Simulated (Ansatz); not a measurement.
Program: Ansatz. Geometries: PBE0-D4/def2-TZVP. ΔE: electronic, gas phase. CCSD(T)/CBS adds triple-zeta CCSD(T) − MP2 to the extrapolated MP2 energy (def2 sets, frozen cores). This one scheme is used for every species. Functionals use def2-TZVPP. HSE06 is defined as in plane-wave codes. Elements past krypton have def2 core potentials. For Mo outer-core shells are correlated without core-valence functions, which leaves a few kJ/mol of doubt a bond. Each species was taken in one conformer, which may not be the lowest.

`C[O][Mo](=[O])([OH])=[S]` + HCl → `C[O][Mo](=[O])(=[S])[Cl]` + H₂O  (ligand exchange at a Mo–O bond)

`C[O][Mo](=[O])([OH])=[S]`:

Z-matrix (Å, degrees):
```
C
O 1 1.408
H 1 1.093 2 109.4
H 1 1.093 2 110.5 3 -120.4
H 1 1.092 2 108.6 3 119.1
Mo 2 1.837 1 137.8 3 99.1
O 6 1.870 2 110.2 1 -99.9
O 6 1.672 2 108.8 1 138.7
S 6 2.116 2 107.9 1 19.6
H 7 0.961 6 121.8 2 -109.5
```

HCl:

```xyz
2

Cl    0.346    0.160    0.513
H    -0.346   -0.160   -0.513
```

`C[O][Mo](=[O])(=[S])[Cl]`:

Z-matrix (Å, degrees):
```
C
O 1 1.409
H 1 1.092 2 108.7
H 1 1.093 2 110.5 3 120.8
H 1 1.092 2 108.8 3 -119.0
Mo 2 1.828 1 139.5 3 -130.1
S 6 2.106 2 108.1 1 16.5
O 6 1.667 2 109.4 1 135.0
Cl 6 2.254 2 110.7 1 -103.5
```

H₂O:

Z-matrix (Å, degrees):
```
O
H 1 0.960
H 1 0.960 2 105.1
```

```
         level  ΔE (kJ/mol)  difference from CCSD(T)/CBS
       BLYP-D4        -34.5                         12.3
        B97M-V        -36.0                         10.8
      HSE06-D4        -40.6                          6.2
       ωB97X-V        -31.3                         15.5
      PBE-QIDH        -48.2                         -1.4
        r2SCAN        -35.3                         11.5
       r2SCAN0        -38.4                          8.4
     CAM-B3LYP        -28.5                         18.3
MP2/def2-QZVPP        -65.9                        -19.1
 MP2/CBS(def2)        -68.0                        -21.2
   CCSD(T)/CBS        -46.8                            0
```

(1) What do rigid-rotor, harmonic-oscillator terms from PBE0-D4/def2-TZVP frequencies (298.15 K, 1 bar) make of the CCSD(T)/CBS value? (An estimate is asked.)

Largest T1 diagnostic among the species: 0.024, so the coupled-cluster value is less sure than usual.

Results:

(1) Computed: ΔZPE = +7.4 kJ/mol, ΔH = -38.8 kJ/mol, ΔS = 5 J/(mol·K), ΔG = -40.3 kJ/mol. Modes under 50 cm⁻¹ make the entropy rough.

The D4 term adds −3.3 kJ/mol with B3LYP and −1.8 kJ/mol with PBE0; it sums over pairs of atoms, weighted by their polarisabilities, and B3LYP, whose exchange is more repulsive, gets the larger term. From r2SCAN to r2SCAN0 (25 % exact exchange), in def2-TZVPP and without D4, ΔE moves by −3.1 kJ/mol. Leaving LDA and LC-ωPBE aside and taking each functional with its dispersion term where it has one, the values, not all of them listed here, spread over 17.7 kJ/mol, from PBE-QIDH to CAM-B3LYP-D4. LDA lies +3.4 kJ/mol from PBE without D4.

CCSD(T)/CBS has its own doubt, a few kJ/mol and more with outer-core shells, so smaller differences from it don't rank the levels.

B3LYP here is the variant with VWN-RPA as its local correlation; programs differ in this.
